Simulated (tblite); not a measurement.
Species: C7H11N.
SMILES with atom numbers: `[CH:1]1=[CH:2][CH2:3][N:4]([CH:5]2[CH2:6][CH2:7]2)[CH2:8]1` (hydrogens: H9 on C1; H10 on C2; H11, H12 on C3; H13 on C5; H14, H15 on C6; H16, H17 on C7; H18, H19 on C8)

Computed with GFN2-xTB (tblite), gas phase: nudged elastic band of 9 images (0 to 8), spring 0.2 eV/Å², climbing image at the end, force threshold 0.05 eV/Å. No saddle search or frequency run followed, so the top image need not be a first-order saddle, and its height can exceed the method's true barrier by a kcal/mol or more.

Path: rotation about C5–N4 (sp3 carbon bound to nitrogen, tertiary amine nitrogen), followed by the dihedral C6–C5–N4–C8, from 151° to -81°. Start geometry (image 0):
```
atom  x, y, z in Å
C1     -2.183    0.928   -0.700
C2     -2.462   -0.214   -0.100
C3     -1.211   -0.871    0.392
N4     -0.179    0.144    0.190
C5      1.098   -0.362   -0.180
C6      1.994   -0.874    0.908
C7      2.309    0.422    0.226
C8     -0.709    1.183   -0.689
H9     -2.873    1.609   -1.166
H10    -3.429   -0.667    0.031
H11    -1.007   -1.796   -0.176
H12    -1.269   -1.139    1.453
H13     1.142   -0.881   -1.145
H14     2.614   -1.733    0.703
H15     1.618   -0.828    1.918
H16     2.144    1.331    0.781
H17     3.148    0.461   -0.452
H18    -0.460    2.173   -0.290
H19    -0.295    1.122   -1.711
```

The first guess turns that dihedral rigidly in even steps and adds one set of random displacements (0.04 Å standard deviation a coordinate) to every inner image. Energies of the images above image 0 (eV) in the early part of the optimisation:

| iteration | 1 | 2 | 3 | 4 | 5 | 6 | 7 | 8 |
| --- | --- | --- | --- | --- | --- | --- | --- | --- |
| 0 | 1.004 | 1.065 | 1.186 | 1.387 | 1.640 | 1.730 | 1.560 | 0.055 |
| 10 | 0.066 | 0.109 | 0.180 | 0.285 | 0.390 | 0.394 | 0.292 | 0.055 |
| 20 | 0.026 | 0.068 | 0.133 | 0.220 | 0.291 | 0.284 | 0.205 | 0.055 |
| 30 | 0.018 | 0.057 | 0.114 | 0.177 | 0.216 | 0.199 | 0.143 | 0.055 |
| 40 | 0.015 | 0.055 | 0.107 | 0.162 | 0.189 | 0.167 | 0.116 | 0.055 |

Problem. Where does the band end, and how far was the first guess from it?

Solution. Final energies, images 1 to 8: 0.015, 0.053, 0.100, 0.140, 0.153, 0.125, 0.080, 0.055 eV. The highest point drops from 1.73 eV (image 6) to 0.153 eV (image 5), by 1.58 eV. Image 5 moved by 0.14 Å rms, its dihedral from -129° to -131°. The end images are fixed. The true force on the top image ends at 0.050 eV/Å, and the largest on any image at 0.05 eV/Å; away from the top, the method drives only the force across the path to zero. The last saved iteration is 50.

The cost below is that of the whole band run. Cost: about 9 s of CPU time on one thread; the machine was shared, so the figure is rough.
